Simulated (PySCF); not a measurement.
C₃H₃ClF₂Ge.
SMILES with atom numbers: `[F:1][C:2]1=[CH:3][C@@H:4]([F:5])[Ge@H:6]1[Cl:7]` (hydrogens: H8 on C3; H9 on C4; H10 on Ge6)

Computed by this run: PySCF 2.14.0, PBE0-D3(BJ)/def2-SVP geometry optimisation, gas phase; density fitting, grid level 1; the optimiser is geomeTRIC in internal coordinates, started from a GFN2-xTB structure with every atom displaced at random (about 0.01 Å).

Step 1: E = -77596.3369 eV
```
atom  x, y, z in Å  |  force x, y, z in eV/Å
F1      0.7872   -0.7862    2.3223   -0.220  -0.677  -0.034
C2      0.3358   -0.4898    1.1283    0.306   0.910   0.138
C3     -0.1615   -1.2196    0.1151   -0.245  -0.719  -0.184
C4     -0.3717   -0.2712   -1.0251    0.044  -0.106  -0.889
F5     -1.6861   -0.1529   -1.3928    0.022   0.091   0.020
Ge6     0.4050    1.1601    0.0983   -0.062   0.475   0.586
Cl7    -0.8661    2.7889    0.7933    0.143  -0.339  -0.220
H8     -0.4108   -2.2899   -0.0045    0.236   0.232   0.387
H9      0.2208   -0.5206   -1.9401   -0.266   0.019   0.362
H10     1.7964    1.7630   -0.1141    0.041   0.114  -0.166
```

Step 2: E = -77596.4184 eV
```
atom  x, y, z in Å  |  force x, y, z in eV/Å
F1      0.7458   -0.9042    2.2876    0.048   0.072   0.297
C2      0.3385   -0.4637    1.1216    0.131  -0.442   0.287
C3     -0.1541   -1.2204    0.1250   -0.250   0.462  -0.604
C4     -0.3696   -0.2697   -1.0268    0.012  -0.139  -0.304
F5     -1.6847   -0.1440   -1.3881    0.026   0.098   0.027
Ge6     0.4156    1.1915    0.1062   -0.069   0.047   0.163
Cl7    -0.8711    2.8043    0.7677    0.067  -0.232  -0.130
H8     -0.3851   -2.2920    0.0603    0.157   0.072   0.242
H9      0.2110   -0.5265   -1.9350   -0.081   0.018   0.102
H10     1.8026    1.8064   -0.1377   -0.042   0.045  -0.079
```

Q: Estimate the geometry and energy of step 3. (The exact step hangs on the optimiser's Hessian estimate; all steps are aligned on step 2, rigid shifts and turns removed.)

A: E = -77596.4478 eV, largest force 0.350 eV/Å
```
atom  x, y, z in Å  |  force x, y, z in eV/Å
F1      0.7402   -0.9312    2.3151   -0.067   0.072  -0.128
C2      0.3517   -0.4820    1.1409    0.026   0.019  -0.049
C3     -0.1536   -1.2000    0.1189   -0.126   0.033  -0.171
C4     -0.3714   -0.2638   -1.0437    0.106   0.151   0.297
F5     -1.6859   -0.1093   -1.3944    0.048   0.013   0.062
Ge6     0.4251    1.1797    0.1178    0.053  -0.081  -0.004
Cl7    -0.8845    2.7696    0.7444   -0.043  -0.051  -0.021
H8     -0.3710   -2.2704    0.0886    0.015  -0.146   0.067
H9      0.1992   -0.5243   -1.9492    0.021  -0.040  -0.030
H10     1.7992    1.8135   -0.1576   -0.033   0.030  -0.023
```

The energy changes by -0.0294 eV. The first-order estimate −F·Δx gives -0.0648 eV and the mean of the old and new forces, exact on a quadratic surface, -0.0301 eV. The step makes an angle of 54° with the force vector and moves no atom by more than 0.044 Å.

The cost below is that of the whole optimisation. Time: 95 s; peak memory 0.53 GiB. Hardware: an Arm Neoverse V1 with one thread, shared host.
